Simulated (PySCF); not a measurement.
# Peak assignment

Atoms are numbered as in `[O:1]=[C:2]([F:3])[c:4]1[cH:5][cH:6][cH:7][cH:8][cH:9]1`; H(Xn) means a hydrogen on atom n.

Computational details: structure optimised with PBE0-D3(BJ)/def2-SVP, PBE/pcSseg-1 with gauge-including orbitals, couplings computed with B3LYP/pcJ-1 (spin–dipole term only in couplings to heteroatoms), in PySCF 2.14.0 with density-fitted response routines (fast rotation and ring inversion assumed for equivalent nuclei, single conformer, no solvent model, no relativistic terms).

Shifts are taken against calculated references (same method and geometry level): ¹³C (180.03 ppm) and ¹H (31.20 ppm) against TMS.

Q: Assign these signals to the numbered atoms. ¹³C{¹H} NMR (computed): δ 161.4 (C, d, J = 407.5 Hz), 137.9 (CH), 135.3 (CH, d, J = 4.2 Hz), 132.4 (CH), 128.4 (C, d, J = 63.0 Hz).

A: 
161.4 → C2, carbonyl carbon
137.9 → C7, aromatic CH: the aromatic region
135.3 → C5/C9, aromatic CH
132.4 → C6/C8, aromatic CH
128.4 → C4, substituted aromatic carbon

Q: Assign these signals to the numbered atoms. ¹H NMR (400 MHz, computed): δ 8.12 (m, 2H), 7.60 (m, 1H), 7.53 (m, 2H).

A: 
8.12 → H(C5)/H(C9), hydrogen on an aromatic CH: ring current plus the deshielding of an ortho carbonyl group
7.60 → H(C7), hydrogen on an aromatic CH
7.53 → H(C6)/H(C8), hydrogen on an aromatic CH

H(C7) and H(C6)/H(C8) lie closer than the usual error of such a calculation, so a measured spectrum could show them in the other order.

C–F couplings over four or more bonds (about 3 Hz to the para carbon of a fluoroarene) are left out. Common functionals overestimate the size of one-bond C–F couplings by tens of Hz; these are unscaled. Splittings below 1 Hz are ignored in the labels, and close J values are merged. Couplings among chemically equivalent protons are left out too, so labels in AA′BB′ or AA′XX′ sets are apparent multiplicities. Unscaled 3J(H,H) at this level run about 10 % above measured values. Shifts are as computed. Against solution values, carbons near 30 ppm lie about +2 ppm off and those near 130 ppm about +2 ppm. Of 1211 compounds with measured shifts, 218 miss one by over three times the rms of a fit or turn the order of signals round; such compounds aren't used in these exercises.
